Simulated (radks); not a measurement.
Values are calculated unless marked as measured or tabulated.
Dynamic dipole polarisability and lines of the lead ion Pb2+, [Hg]. Code: a radial shooting solver on a logarithmic mesh with Libxc functionals. Model: scalar-relativistic Kohn-Sham, exchange-only LDA, spin-polarised, spherical densities, finite nucleus; Fermi nuclear charge, rms radius of each element as measured or else 0.836 A^(1/3) + 0.57 fm. Time-dependent linear response with the Hartree and adiabatic exchange-only LDA kernel, continuum included through the Sternheimer equations, no spin-orbit coupling, so fine structure and intercombination lines are absent. Lines are the poles of the dipole polarisability below minus the highest occupied eigenvalue, found on a grid refined at the orbital gaps; the lowest seven at most are given, and weak or close lines can be missed. The first line takes the name of the lowest orbital gap if no other gap lies below it; otherwise a line is named after a gap within 0.6 % of it, if that gap stands alone.

photon energy (eV)  alpha (bohr^3)
0                            13.24
1.306                        13.35
3.048                        13.87
4.789                        14.97
6.531                        17.09
8.272                        21.65
10.014                       36.08
11.755                      -427.9
13.497                      -15.88
15.239                      -3.162
16.980                       2.415
18.722                       8.183
20.463                     -0.4916
22.205                      -16.04
23.946                      -3.909
25.688                     -0.2793

Lines (eV, oscillator strength): 11.651 (106.4 nm, 6s-6p), f = 1.44; 20.339 (60.96 nm, unassigned), f = 0.158; 21.228 (58.41 nm, unassigned), f = 0.941; 23.222 (53.39 nm, 6s-8p), f = 0.00625. Higher lines, where found, are left out when the end of the mesh affects them. Those listed give 73 % of the static polarisability (sum of f/w^2). Orbital energy gaps for comparison: 6s-6p 10.147 eV; 5d-6p 20.062 eV; 6s-7p 20.438 eV; 6s-8p 23.189 eV; 6s-9p 24.395 eV. At laser wavelengths: 1550 nm 13.28, 1064 nm 13.32, 780 nm 13.40, 532 nm 13.60, 355 nm 14.08, 266 nm 14.86, 193 nm 16.91 bohr^3.
